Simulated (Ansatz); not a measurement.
CH₄Cl₃HfN (`C[NH][Hf]([Cl])([Cl])[Cl]`) at its PBE0-D4/def2-TZVP geometry, where that method's forces vanish. Charge 0, multiplicity 1. Hf takes the def2 core potential.

```xyz
10

C    -1.1756   -0.1441    0.9934
N     0.1250    0.3814    0.6172
Hf    1.0614    0.0275   -1.0992
Cl    1.3212   -2.2968   -1.2757
Cl    3.0894    1.1869   -1.0055
Cl   -0.3542    0.7595   -2.8201
H    -1.1162   -0.7686    1.8902
H    -1.5763   -0.7701    0.1910
H    -1.9005    0.6568    1.1699
H     0.5259    0.9674    1.3388
```

**Question.** What forces (eV/Å) does PBE-D4/def2-TZVPP give on these atoms in the Gaussian-basis code of Ansatz? (Estimate.)

**Answer.** The calculation gave: 
```
C1  -0.057 -0.022  0.016
N2  -0.002 -0.033 -0.061
Hf3  0.133 -0.010 -0.166
Cl4  0.012 -0.176 -0.004
Cl5  0.141  0.082  0.009
Cl6 -0.115  0.056 -0.121
H7  -0.008 -0.135  0.195
H8  -0.084 -0.126 -0.158
H9  -0.169  0.159  0.046
H10  0.149  0.206  0.245
```
